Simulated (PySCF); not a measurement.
Species: C6H12NPSi.
SMILES with atom numbers: `[CH2:1]=[CH:2][CH2:3][P:4]([SiH3:5])[CH2:6][CH2:7][C:8]#[N:9]` (hydrogens: H10, H11 on C1; H12 on C2; H13, H14 on C3; H15, H16, H17 on Si5; H18, H19 on C6; H20, H21 on C7)

Cartesian coordinates in Å at the PBE0-D3(BJ)/def2-SVP level; atoms count from 1:
```
atom  x, y, z in Å
C1    -2.7753   -1.4634   -0.4054
C2    -2.5421   -0.3945    0.3601
C3    -1.7873    0.8181   -0.0740
P4    -0.1439    0.9138    0.8356
Si5    0.7287    2.6954   -0.2497
C6     0.7651   -0.4490   -0.0663
C7     2.1373   -0.7187    0.5529
C8     2.8266   -1.8291   -0.0941
N9     3.3510   -2.7148   -0.6224
H10   -2.4389   -1.5053   -1.4465
H11   -3.3199   -2.3300   -0.0224
H12   -2.8908   -0.3953    1.4002
H13   -1.6372    0.8238   -1.1660
H14   -2.3388    1.7341    0.1982
H15   -0.0016    3.9286    0.1713
H16    0.6206    2.5364   -1.7359
H17    2.1717    2.8325    0.1169
H18    0.1311   -1.3460    0.0269
H19    0.8629   -0.2400   -1.1445
H20    2.0361   -0.9477    1.6263
H21    2.7862    0.1705    0.4859
```

The calculation used TDDFT PBE0/def2-SVPD, vertical, gas phase, core orbitals frozen in the response (PySCF 2.14.0, density-fitted response routines).

Kohn–Sham orbitals with the atoms that hold most of them (Löwdin shares over 4%, at most four atoms; ? is withheld):

```tsv
orbital	ε (eV)	atoms
HOMO-3	-9.37	N9 42%, C8 31%, C7 9%, H21 4%
HOMO-2	-8.97	P4 25%, Si5 18%, C6 17%, C3 6%
HOMO-1	-7.74	?
HOMO	-7.13	P4 58%, Si5 10%, C3 10%, C6 10%
LUMO	-0.55	?
LUMO+1	-0.06	P4 22%, Si5 15%, C6 9%, H15 8%
LUMO+2	0.02	P4 22%, Si5 20%, C2 9%, H16 7%
```

Task: Give the leading atoms of the HOMO-1.

Result: C1 (bonded to C and 2 H) 35%; C2 (bonded to 2 C and H) 31%; C3 (bonded to C, P and 2 H) 8%; P4 (bonded to 2 C and Si) 8%. By element: carbon 74% or more, phosphorus 8%.

Task: Give the leading atoms of the LUMO.

Result: C1 (bonded to C and 2 H) 23%; C2 (bonded to 2 C and H) 20%; P4 (bonded to 2 C and Si) 12%; Si5 (bonded to P and 3 H) 12%. By element: carbon 43% or more, phosphorus 12%, silicon 12%.

Task: The HOMO–LUMO gap is 6.58 eV. Where does the response calculation put the lowest singlet, and from which orbitals?

Result: S1 is at 5.44 eV (f = 0.025), 1.13 eV below the gap, made of HOMO→LUMO (93%). Without the coupling terms of the response equations the lowest excitation would equal the gap.

Task: Give energy, strength and leading configuration of S1 and S2, and follow the Löwdin shares of the leading atoms from the occupied to the empty orbital.

Result: 
- S1 (5.44 eV, f 0.025), HOMO→LUMO (93%): P4 58% → 12%, Si5 10% → 12%, C1 at most 10% → 23%, C2 at most 10% → 20%
- S2 (5.83 eV, f 0.041), HOMO→LUMO+1 (87%): P4 58% → 22%, Si5 10% → 15%

Löwdin shares depend on the basis, the more so with diffuse functions.

One conformer stands for the species.
